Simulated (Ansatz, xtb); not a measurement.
Species: sum formula SiOBr, net charge -1, singlet state. SMILES of the parent species: [Si](Br)=O
Geometry from a B3LYP-D3(BJ)/def2-TZVP (Ansatz, an electronic-structure program) optimisation:
```xyz
3

Si     1.4693    -0.4763    -0.2057
O      1.7441    -0.0783    -1.6677
Br    -0.9864     0.2084     0.4635
```
Charge -1, spin multiplicity 1.

Harmonic wavenumbers from GFN2-xTB (xtb, at its own minimum), cm⁻¹: 87, 222, 1294.

Q: Give the harmonic wavenumbers at B3LYP-D3(BJ)/def2-TZVP (Ansatz, finite differences of forces, unscaled).

A: 138, 267, 1156 cm⁻¹. Zero-point energy 2.2 kcal/mol.

Q: From these and the geometry, give the ideal-gas thermochemistry at 298.15 K and 1 atm (rigid rotor, harmonic oscillator).

A: Point group Cs, rotational symmetry number 1. Rotational constants 28.92, 2.094, 1.952 GHz. S(trans) 40.36, S(rot) 25.41, S(vib) 4.50, S(elec, spin only) 0.00, S 70.3 cal/(mol K). H(298) - H(0) 3.09 kcal/mol; G - E(el) -15.6 kcal/mol.
